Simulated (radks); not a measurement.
Values are calculated unless marked as measured or tabulated.
The lithium anion Li-, [He] 2s2, held by a Watson sphere: a shell of charge +1 at radius R that stands for the Madelung well of a crystal (potential energy -1/R inside, -1/r outside, in hartree with lengths in bohr). Level of theory: non-relativistic Kohn-Sham, LDA (Slater exchange, Perdew-Wang correlation), spin-polarised, spherical densities, point nucleus (a radial shooting solver on a logarithmic mesh with Libxc functionals). Response by self-consistent Sternheimer equations with the Hartree and adiabatic LDA kernel. The sphere does not respond.

R (bohr)  e(1s) (eV)  e(2s) (eV)  <r> 2s (bohr)  sum of <r^2> (bohr^2)  X-ray form factor at sin(theta)/lambda = 0.3 1/angstrom  alpha (bohr^3)
1.76         -54.046      -4.673          3.156                  24.57                                                    1.465           81.82
2.72         -50.771      -4.245          3.478                  29.32                                                    1.474           108.0
3.07         -50.326      -4.064          3.609                  31.44                                                    1.480           121.7
3.45         -50.020      -3.867          3.751                  33.85                                                    1.485           138.6
3.69         -49.886      -3.746          3.838                  35.41                                                    1.488           150.4
